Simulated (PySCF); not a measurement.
Species: C2H5FO4Si2.
InChI=1S/C2H5FO4Si2/c3-9-6-2(5-1-4)8-7-9/h1-2,9H,8H2/t2-,9+/m1/s1

Theory: TDDFT wB97X-D/def2-SVPD, vertical, gas phase, core orbitals frozen in the response in PySCF 2.14.0, density-fitted response routines. Isolated species at its GFN2-xTB geometry (one conformer only).

Broadening: Gaussians 0.4 eV wide at half height, area fixed by f = 4.319×10⁻⁹ ∫ε dν̃. The width is an assumption, not a result. The curve ends short of the highest state used, and states not computed would add to its high-energy end.

(λ (nm), ε (L mol⁻¹ cm⁻¹)): (155.7, 1992), (158.7, 1439), (161.7, 1088), (164.7, 634), (167.7, 226), (170.6, 69), (173.6, 114), (176.6, 336), (179.6, 621), (182.6, 716), (185.6, 539), (188.5, 294), (191.5, 155), (194.5, 178), (197.5, 301), (200.5, 416), (203.5, 431), (206.4, 343), (209.4, 211), (212.4, 103), (215.4, 41), (218.4, 13), (221.4, 4), (224.3, 1)

Q: Where are the band maxima, and which computed states make them?

A: 202 nm (6.13 eV), ε about 440, made up of S1 (100%); 182 nm (6.81 eV), ε about 720, made up of S2 (100%) (ε in L mol⁻¹ cm⁻¹; maxima over ε = 5, shares over 10%). At its high-energy end, 7.96 eV, the curve is still rising (ε about 2000, from S3, S4 and S5). The states used: S1 6.13 eV (f 0.0065); S2 6.81 eV (f 0.011); S3 7.67 eV (f 0.013); S4 7.93 eV (f 0.0072); S5 8.10 eV (f 0.026); S6 8.44 eV (f 0.022); S7 8.49 eV (f 0.0051); S8 8.56 eV (f 0.040).

Q: On this curve, what absorbance would a 10⁻⁴ mol/L sample give at 193 nm over a 1 cm path?

A: 193 nm is 6.424 eV, where ε is about 150 L mol⁻¹ cm⁻¹, so A = ε c l ≈ 0.015 (Beer–Lambert, with the gas-phase spectrum and the assumed width).

Q: Does any computed singlet lie in the visible range?

A: No computed singlet lies in the visible range (380 to 750 nm); the lowest, at 202 nm, stands 2.86 eV above its violet end (3.26 eV).

Q: Coming from long wavelengths, where does ε first pass 100 L mol⁻¹ cm⁻¹?

A: At about 212 nm (5.84 eV), 0.29 eV below S1.
